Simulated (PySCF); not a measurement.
Input file for PySCF: U-HF/6-31G* on BF2H (SMILES FBF), a point of a bond scan (R = 1.780 Å).

```python
from pyscf import gto, scf, dft, mp
from pyscf.data.elements import chemcore

mol = gto.M(
    atom='''
    B    -0.23542436   -0.38535740    0.08189990
    H    -1.14858380   -1.88007421    0.39957165
    F     0.89919528   -0.13880538    0.70491879
    F    -0.67460427    0.50643007   -0.78304996
    ''',
    basis='6-31g*',
    cart=True,
    charge=0, spin=0, verbose=3, max_memory=1800)
mf = scf.UHF(mol)
mf.conv_tol = 1e-8
mf.max_cycle = 100
mf.init_guess_breaksym = True
mf.kernel()
if not mf.converged:
    mf = mf.newton().run(mf.mo_coeff, mf.mo_occ)
for _ in range(4):
    mo, _, stable, _ = mf.stability(return_status=True)
    if stable:
        break
    mf.kernel(mf.make_rdm1(mo, mf.mo_occ))
```

It printed:

```
converged SCF energy = -224.180083459379  <S^2> = 6.6001551e-07  2S+1 = 1.0000013
<class 'pyscf.scf.uhf.UHF'> wavefunction is stable in the internal stability analysis
```

Self-consistency was reached.

Cost: very roughly 0.9 core-seconds.
